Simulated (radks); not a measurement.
Effect of the nuclear size on the indium ion In4+, [Kr] 4d9. All-electron calculation, Dirac Kohn-Sham, BLYP, spin-unpolarised, spherical densities, finite nucleus; open shells are shared between the two j in proportion to 2j + 1; Fermi nuclear charge, rms radius 4.6156 fm. Program: a radial shooting solver on a logarithmic mesh with Libxc functionals. The rms radius is varied about that value; shifts are against it.

| rms radius (fm) | total energy shift (eV) | density at nucleus (e/bohr^3) | 1s1/2 shift (meV) | 2s1/2 shift (meV) | 4s1/2 shift (meV) | 4p1/2 shift (meV) | 4d5/2 shift (meV) | 5s1/2 (empty) shift (meV) |
|---|---|---|---|---|---|---|---|---|
| 4.094 | -0.775 | 1.779e+05 | -326 | -37.0 | -1.41 | 0.057 | 0.040 | -0.226 |
| 4.4587 | -0.242 | 1.757e+05 | -102 | -11.5 | -0.440 | 0.018 | 0.012 | -0.071 |
| 4.6156 | 0 | 1.748e+05 | 0.000 | 0.000 | 0.000 | 0.000 | 0.000 | 0.000 |
| 4.7679 | 0.241 | 1.739e+05 | 101 | 11.5 | 0.440 | -0.018 | -0.012 | 0.070 |
| 5.3264 | 1.18 | 1.711e+05 | 497 | 56.5 | 2.16 | -0.087 | -0.061 | 0.345 |

Slopes of the eigenvalues against <r^2> in GHz/fm^2, as finite differences over the two radii next to the reference (eigenvalue slopes, not the field-shift constants of lines): 1s1/2 17200, 2s1/2 1960, 4s1/2 74.6, 4p1/2 -3.00, 5s1/2 (empty) 11.9.
